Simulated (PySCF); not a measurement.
Structure with atom numbers: `[CH3:1][BH:2][O:3][CH:4]([F:5])[F:6]`; H(Xn) means a hydrogen on atom n.

[PySCF: geometry from PBE0-D3(BJ)/def2-SVP; shieldings: GIAO PBE0/pcSseg-1; no solvent model; relativity neglected; averaged over atoms made equivalent by symmetry, fast rotation or ring inversion; one conformer]

References, each an isolated molecule treated in the same way: ¹³C, ¹H vs TMS; BF3·OEt2 for ¹¹B; ¹⁷O against H2O; CFCl3 for ¹⁹F.

```
atoms  nucleus  count  δ (ppm)
H(B2)       ¹H      1        ?
   B2      ¹¹B      1     54.4
H(C1)       ¹H      3     0.68
F5/F6      ¹⁹F      2    -85.5
   C1      ¹³C      1      6.1
   O3      ¹⁷O      1    250.9
H(C4)       ¹H      1     6.27
   C4      ¹³C      1        ?
```

Problem. Fill in the missing shifts.

Solution. 
- C4: 117.0 ppm, sp3 CH bonded to 2 F and O; 3 electronegative neighbours deshield it
- H(B2): 6.03 ppm, hydrogen on a boron bonded to C, O

Hydrogens on boron are broadened and split by ¹¹B (spin 3/2, 80 %) and 10B (spin 3). A carbon bonded to boron is broadened by the quadrupolar boron nucleus and is often missing from a measured spectrum. Shifts are as computed. Against solution values, carbons near 30 ppm lie about +2 ppm off and those near 130 ppm about +5 ppm. Of 1309 compounds with measured shifts, 239 miss one by over three times the rms of a fit or turn the order of signals round; such compounds aren't used in these exercises. Unscaled 19F shifts against computed CFCl3 carry errors that often reach 10 to 50 ppm. Unscaled 17O shifts of doubly bonded oxygen tend to come out too high, by tens of ppm or more. Experimental scales use liquid or dissolved standards, which lie at an offset from isolated H2O (liquid H2O: subtract about 36 ppm).
